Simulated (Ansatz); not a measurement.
cis-NiBr2(NH3)2 (NiBr₂N₂H₆). Total charge 0; singlet. Geometry PBE-D4/def2-SVP.

```
atom    x (Å)    y (Å)    z (Å)
 Ni1   0.6163  -0.3354  -0.3911
 Br2   0.7578  -1.9665  -2.0231
 Br3   2.9057  -0.0278  -0.3016
  N4   0.4922   1.0340   0.9966
  H5   0.1661   0.6976   1.9160
  H6  -0.0592   1.8750   0.7666
  H7   1.4856   1.3221   1.1081
  N8  -1.3197  -0.5835  -0.4713
  H9  -1.4109  -1.3756  -1.1396
 H10  -1.8449   0.2110  -0.8682
 H11  -1.7891  -0.8507   0.4076
```

At PBE0-D4/def2-TZVP a triplet of charge 0 lies 0.80 eV below the restricted singlet, each at its own geometry.

Problem. Estimate the orbital energies around the gap (eV) in Ansatz with PBE-D4/def2-TZVP, PBE-D4/def2-TZVPD, r2SCAN-D4/def2-TZVP, r2SCAN-D4/def2-TZVPD, B97M-V/def2-TZVP.

Solution. 
```
orbital  PBE-D4/def2-TZVP  PBE-D4/def2-TZVPD  r2SCAN-D4/def2-TZVP  r2SCAN-D4/def2-TZVPD  B97M-V/def2-TZVP
 HOMO−9             -7.47              -7.57                -7.75                 -7.82             -7.76
 HOMO−8             -7.24              -7.33                -7.47                 -7.53             -7.43
 HOMO−7             -6.67              -6.76                -7.07                 -7.13             -7.37
 HOMO−6             -6.39              -6.49                -6.70                 -6.78             -6.77
 HOMO−5             -6.13              -6.23                -6.45                 -6.52             -6.57
 HOMO−4             -5.40              -5.50                -5.76                 -5.83             -6.04
 HOMO−3             -5.34              -5.43                -5.63                 -5.70             -5.68
 HOMO−2             -4.82              -4.91                -5.17                 -5.23             -5.41
 HOMO−1             -4.77              -4.86                -5.03                 -5.10             -5.24
   HOMO             -4.70              -4.80                -5.02                 -5.08             -5.14
   LUMO             -3.34              -3.43                -3.25                 -3.31             -3.11
 LUMO+1             -1.40              -1.75                -0.77                 -1.12             -1.29
 LUMO+2             -0.06              -0.59                 0.67                  0.08              0.15
 LUMO+3              0.37              -0.22                 1.20                  0.43              0.62
 LUMO+4              1.37               0.29                 1.84                  0.91              1.57
 LUMO+5              1.40               0.50                 1.98                  0.98              1.68
```
